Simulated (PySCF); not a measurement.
Compound: C₆H₄O₂S.
SMILES with atom numbers: `[O:1]=[CH:2][c:3]1[cH:4][o:5][cH:6][cH:7][c:8]1=[S:9]` (hydrogens: H10 on C2; H11 on C4; H12 on C6; H13 on C7)

Structure optimised with GFN2-xTB, isolated species.

Task: Give the optimised bond lengths and angles.

Result: 
| bond | length (bohr) |
| --- | --- |
| O1=C2 | 2.275 |
| C2–C3 | 2.786 |
| C3–C4 | 2.567 |
| C4–O5 | 2.511 |
| O5–C6 | 2.554 |
| C6–C7 | 2.539 |
| C7–C8 | 2.721 |
| C8=S9 | 3.109 |
| C3–C8 | 2.740 |
| C2–H10 | 2.082 |
| C4–H11 | 2.046 |
| C6–H12 | 2.040 |
| C7–H13 | 2.037 |

A selection of angles:
| angle | degrees |
| --- | --- |
| O1–C2–C3 | 124.1 |
| O1–C2–H10 | 122.4 |
| C3–C2–H10 | 113.5 |
| C2–C3–C4 | 119.0 |
| C2–C3–C8 | 121.6 |
| C4–C3–C8 | 119.4 |
| C3–C4–O5 | 124.8 |
| C3–C4–H11 | 121.6 |
| O5–C4–H11 | 113.7 |
| C4–O5–C6 | 117.4 |
| O5–C6–C7 | 123.4 |
| O5–C6–H12 | 112.1 |
| C7–C6–H12 | 124.5 |
| C6–C7–C8 | 121.0 |
| C6–C7–H13 | 120.7 |
| C8–C7–H13 | 118.3 |
| C7–C8–S9 | 121.8 |
| C3–C8–C7 | 114.0 |
| C3–C8–S9 | 124.2 |

Dihedral angles: O1–C2–C3–C4 0° (synperiplanar).

The 6-membered ring C3–C4–O5–C6–C7–C8 has internal angles of 114.0° to 124.8° (sum 720°, against 720° for a flat polygon); it is planar, 0.00 Å rms from its mean plane, widest ring torsion 0°. The C–O distances run from 1.204 Å (O1=C2, drawn double) to 1.351 Å (O5–C6, drawn aromatic), a spread of 0.147 Å. The 9 heavy atoms lie in one plane (0.000 Å rms). Of the pairs four or more bonds apart, S9···H10 is among the closest relative to their van der Waals radii: 2.64 Å, 88 % of the sum of Bondi's values. The C–C distances run from 1.344 Å (C6–C7, drawn aromatic) to 1.474 Å (C2–C3, drawn single), a spread of 0.130 Å.

Point group: Cs (every atom within 0.08 Å of its image). Stationary, but not proved a minimum. The numbers are those of one conformer.

The numbers are calculated, not measured.
